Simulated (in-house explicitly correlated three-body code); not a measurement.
Computed with an exponentially correlated three-body code. Model: two electrons around a point charge, non-relativistic, variational in 260 exponentially correlated functions (energies converged to about 1e-7 hartree, or 1e-8 relative for large Z).

For this charge the correlation energy is taken as exact minus Hartree-Fock, from which it differs by microhartrees, and the kinetic parts follow from it.

For two electrons in a singlet the Kohn-Sham orbital is the square root of half the density, so the exact Kohn-Sham potential and energy parts follow from the density alone, and exchange is minus half the Hartree energy. The Kohn-Sham level equals minus the binding energy of the second electron.

Command:
```bash
python run_hyl.py task.json out
```
Settings (lengths in bohr, energies in hartree):
```
Z                      64
interaction_strength   1
functions              260
states_tried           13
```

Cost of the run: 71 s on 1 thread of Arm Neoverse N1 (shared host).

**Electric-dipole lines between converged S and P states, rate of the upper state's decay.**

Given: nuclear charge 64.

```tsv
s state	p state	p minus s (eV)	oscillator strength from s	rate (1/s)
1 1S	2 1P	41161	0.81562	1.9987e+16
1 1S	3 1P	48648	0.15711	5.3779e+15
1 1S	4 1P	51271	0.057791	2.1973e+15
2 1S	2 1P	?	?	?
2 1S	3 1P	7535.3	0.42751	3.511e+14
2 1S	4 1P	10158	0.10172	1.5181e+14
3 1S	2 1P	-7473.8	-0.042599	1.0325e+14
3 1S	3 1P	13.794	0.013802	3.7987e+07
3 1S	4 1P	2636.5	0.47524	4.7782e+13
4 1S	2 1P	-10105	-0.0095103	4.2135e+13
4 1S	3 1P	-2617	-0.10028	2.98e+13
4 1S	4 1P	5.7683	0.019236	9.258e+06
2 3S	2 3P	65.127	0.010772	6.6087e+08
2 3S	3 3P	7594.6	0.42437	3.5404e+14
2 3S	4 3P	10226	0.10124	1.5314e+14
3 3S	2 3P	?	?	?
3 3S	3 3P	18.155	0.018075	8.6173e+07
3 3S	4 3P	2649.9	0.47186	4.7926e+13
4 3S	2 3P	-10154	-0.0094993	4.2497e+13
4 3S	3 3P	-2624.3	-0.10096	3.0171e+13
4 3S	4 3P	7.5068	0.024941	2.0329e+07
```

(1) What belongs in the row 2 1S 2 1P?

(2) What belongs in the row 3 3S 2 3P?

**Exact Kohn-Sham parts of the ground state from its density.**

Computed: total energy -4056.15753 hartree; Kohn-Sham kinetic 4056.1 hartree; Hartree energy 79.556 hartree; kinetic part of the DFT correlation energy 0.046329 hartree; exact minus restricted Hartree-Fock -0.046509 hartree; Kohn-Sham level -54645 eV; restricted Hartree-Fock level -54645 eV; dipole polarisability 5.487e-07 bohr³; C6 of two such species 3.9082e-10 hartree·bohr⁶.

(3) What is the exchange energy?

(4) What is the potential part of the DFT correlation energy?

**Functionals on the exact density and self-consistent, errors are functional minus exact, hybrids only self-consistent, a dash where a self-consistent run leaves the top level unbound.**

| result | exchange error (millihartree) | correlation error (millihartree) | functional driven error (millihartree) | density driven error (millihartree) | self consistent total error (millihartree) | top level plus exact binding (eV) |
| --- | --- | --- | --- | --- | --- | --- |
| HSE06 | - | - | - | - | 574.4 | 304 |
| BP86 | 341.86 | -230.48 | 111.38 | -1.1882 | 110.19 | 398.03 |
| TPSS | ? | ? | ? | ? | ? | ? |
| AM05 | 4380 | -225.26 | 4154.8 | -1.9839 | 4152.8 | 448.77 |
| LDA PW92 | 5656.2 | -265.53 | 5390.6 | -2.9204 | 5387.7 | 457.79 |
| B3LYP VWN-RPA | - | - | - | - | 635.34 | 324.14 |
| BLYP | 341.86 | -3.7883 | 338.07 | -1.2355 | 336.84 | 400.41 |
| SCAN | -3.726 | 0.61592 | -3.1101 | -0.31469 | -3.4248 | 357.06 |
| M06-L | ? | ? | ? | ? | ? | ? |
| revTPSS | -2.396 | -4.4742 | -6.8702 | -0.28061 | -7.1508 | 366.89 |

(5) What belongs in the row TPSS?

(6) What belongs in the row M06-L?

**Density and exact potentials over r, pair density (one pair, times 4 pi r12^2) and exact minus Kohn-Sham pair density over r12.**

```
radius (bohr)  radial density (electrons/bohr)  exchange potential (hartree)  intracule density (1/bohr)  Coulomb hole against Kohn-Sham (1/bohr)
     0.000625                          0.74837                       -63.623                    0.049644                               -0.0007476
     0.000723                          0.98897                       -63.601                    0.066416                                -0.000994
     0.000836                           1.3033                       -63.573                    0.088766                                -0.001319
     0.000968                           1.7181                       -63.535                     0.11895                                -0.001752
      0.00112                           2.2557                       -63.485                     0.15912                                -0.002322
       0.0013                           2.9698                       -63.418                     0.21416                                -0.003089
       0.0015                            3.854                       -63.334                     0.28475                                -0.004054
      0.00173                           4.9778                       -63.224                      0.3781                                -0.005303
      0.00201                           6.4831                       -63.072                     0.50909                                 -0.00701
      0.00232                           8.3012                       -62.883                       0.676                                 -0.00912
      0.00268                           10.579                       -62.638                     0.89807                                 -0.01183
       0.0031                                ?                             ?                           ?                                        ?
      0.00359                           16.897                       -61.907                      1.5889                                 -0.01969
      0.00416                           21.094                       -61.378                      2.1103                                 -0.02514
      0.00481                           25.952                       -60.718                      2.7814                                 -0.03167
      0.00556                           31.506                       -59.894                      3.6471                                 -0.03938
      0.00643                           37.703                       -58.868                      4.7582                                 -0.04823
      0.00744                           44.368                       -57.604                      6.1659                                 -0.05796
      0.00861                           51.172                       -56.069                      7.9132                                 -0.06795
      0.00996                           57.635                        -54.24                      10.022                                 -0.07717
       0.0115                           63.124                        -52.12                      12.458                                 -0.08411
       0.0133                           67.108                       -49.647                      15.223                                 -0.08709
       0.0154                           68.835                       -46.826                      18.176                                 -0.08393
       0.0178                           67.725                       -43.743                      21.013                                 -0.07309
       0.0206                           63.492                       -40.387                      23.436                                 -0.05384
       0.0239                           56.142                         -36.8                      25.002                                 -0.02727
       0.0276                           46.752                       -33.249                      25.224                                 0.001236
        0.032                           35.909                        -29.63                      23.827                                  0.02731
        0.037                           25.422                       -26.207                      20.852                                   0.0437
       0.0428                           16.276                       -22.988                      16.648                                  0.04759
       0.0495                                ?                             ?                           ?                                        ?
       0.0573                           4.6248                       -17.396                      7.5225                                  0.02639
       0.0662                           1.9941                       -15.088                       4.118                                  0.01327
       0.0766                          0.71316                        -13.05                      1.8842                                  0.00451
       0.0887                          0.20592                       -11.273                     0.70013                                0.0006266
        0.103                         0.045241                       -9.7086                      0.1997                               -0.0002908
```

(7) What belongs in the row 0.0031?

(8) What belongs in the row 0.0495?

Results:

(1) p minus s (eV): 47.69; oscillator strength from s: 0.0079523; rate (1/s): 2.616e+08.

(2) p minus s (eV): -7511.3; oscillator strength from s: -0.042704; rate (1/s): 1.0455e+14.

(3) -39.778 hartree.

(4) -0.092838 hartree.

(5) exchange error (millihartree): -3.463; correlation error (millihartree): -2.7361; functional driven error (millihartree): -6.1991; density driven error (millihartree): -0.40568; self consistent total error (millihartree): -6.6048; top level plus exact binding (eV): 372.46.

(6) exchange error (millihartree): -451.22; correlation error (millihartree): -38.123; functional driven error (millihartree): -489.34; density driven error (millihartree): -2.3692; self consistent total error (millihartree): -491.71; top level plus exact binding (eV): 354.84.

(7) radial density (electrons/bohr): 13.414; exchange potential (hartree): -62.319; intracule density (1/bohr): 1.1944; Coulomb hole against Kohn-Sham (1/bohr): -0.0153.

(8) radial density (electrons/bohr): 9.2942; exchange potential (hartree): -20.047; intracule density (1/bohr): 11.94; Coulomb hole against Kohn-Sham (1/bohr): 0.04007.

The density-driven part is never positive, since each functional's own density lowers its energy. Here it is small beside the functional-driven part (median ratio 0.0078), the normal case.
